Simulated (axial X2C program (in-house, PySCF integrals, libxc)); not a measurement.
## Testing model relations on PdSi⁺

A bond curve at the PBE0 level, 2c, was computed with an in-house all-electron X2C program for linear molecules (integrals from PySCF) (basis Pd dyall-v2z [10s10p7d2f], Si dyall-v2z [7s7p1d] (cores contracted in-house)) for the state Ω = 1/2 (⟨Sz⟩ = 0.50, ⟨Lz⟩ = 0.00 at PBE0). Its fit gives Re = 2.1351 Å, ωe = 453.1 cm⁻¹, ωexe = 1.81 cm⁻¹ and αe = 8.627e-04 cm⁻¹; the masses are 105.9035 and 27.9769 u. Two-component means X2C with spin–orbit coupling and atomic mean-field Coulomb and Gaunt terms.

(1) Find the reduced mass, Be and the force constant.

(2) Estimate the centrifugal constant by the Kratzer relation.

(3) Where do the fundamental and the first overtone lie?

(4) A Morse curve ties αe to the other constants (Pekeris). How well does that hold?

(5) Estimate De from a Morse curve and compare with the computed well depth of 3.811 eV to Pd + Si+.

The state is one determinant whose occupation by symmetry is held fixed; it was picked as the lowest of a PBE0 search that is not exhaustive. Dissociation energies refer to the lowest single-determinant-based atoms at the same level and basis. Density functionals use the spin component along the axis (collinear). In 2c an atomic determinant is not the ground J level, so De misses part of the atomic spin–orbit lowering. This holds for PBE0. Without a current term, density functionals place determinants with orbital angular momentum somewhat too high.

Results:

(1) From the PBE0 values: μ = 22.1306 u. Be = 16.8576/(μ Re²) = 0.1671 cm⁻¹. k = 5.8918×10⁻⁷ μ ωe² = 2.68 mdyn/Å.

(2) D = 4Be³/ωe² = 9.09e-08 cm⁻¹.

(3) ν(1←0) = ωe − 2ωexe = 449.5 cm⁻¹; ν(2←0) = 2ωe − 6ωexe = 895.3 cm⁻¹.

(4) αe(Morse) = 6Be²/ωe × (√(ωexe/Be) − 1) = 8.471e-04 cm⁻¹; the PBE0 curve gives 8.627e-04 cm⁻¹, a ratio of 0.98.

(5) De(Morse) = ωe²/(4ωexe) = 3.516 eV against 3.811 eV computed, a ratio of 0.92. For De the Morse form works well here.
